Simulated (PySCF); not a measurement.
Electronic structure of Er⁴⁵⁺ (erbium, charge +45) at the r2SCAN0 level

Configuration: [Ar] 3d5, high-spin 6S determinant. Computed with PySCF 2.14 in an uncontracted even-tempered set (16 s from 9.2 bohr⁻², ratio 2.5; 11 p from 12 bohr⁻², ratio 2.5; 7 d from 12 bohr⁻², ratio 2.5; 4 f from 47 bohr⁻², ratio 2.7; 3 g from 70 bohr⁻², ratio 2.7), with the non-relativistic Hamiltonian (point nucleus).

* Total energy: -10874.58 hartree
* One-electron energy: -12469.67 hartree
* Hartree (Coulomb) energy: 1770.92 hartree
* Exchange-correlation energy: -175.83 hartree
* Kinetic energy: 10875.18084 hartree
* ⟨S²⟩: 8.7502
* ⟨L²⟩: 0.000
* Sum of ⟨r⟩: 3.439 bohr
* Sum of ⟨r²⟩: 0.7315 bohr²
* Density at the nucleus (Gaussians lack the cusp): 221000 bohr⁻³
* Spin density at the nucleus: -11.5 bohr⁻³

| shell | electrons | mean orbital energy (hartree) | rms radius, mean of both spins (bohr) |
| --- | --- | --- | --- |
| 1s α | 1 | -2063.85992 | 0.0258 |
| 1s β | 1 | -2063.84769 | 0.0258 |
| 2s α | 1 | -411.26561 | 0.102 |
| 2s β | 1 | -409.86268 | 0.102 |
| 2p α | 3 | -397.07054 | 0.0876 |
| 2p β | 3 | -395.98317 | 0.0876 |
| 3s α | 1 | -153.17195 | 0.246 |
| 3s β | 1 | -152.04789 | 0.246 |
| 3p α | 3 | -147.25798 | 0.236 |
| 3p β | 3 | -145.88679 | 0.236 |
| 3d α | 5 | -137.23733 | 0.205 |

A non-relativistic calculation at this Z misses sizeable relativistic shifts. Spin-orbit coupling, which splits the p, d and f shells strongly at this Z, is absent. Spin-orbit coupling is strong in this species (close to jj coupling), so the high-spin LS determinant is a model state, not a physical level.
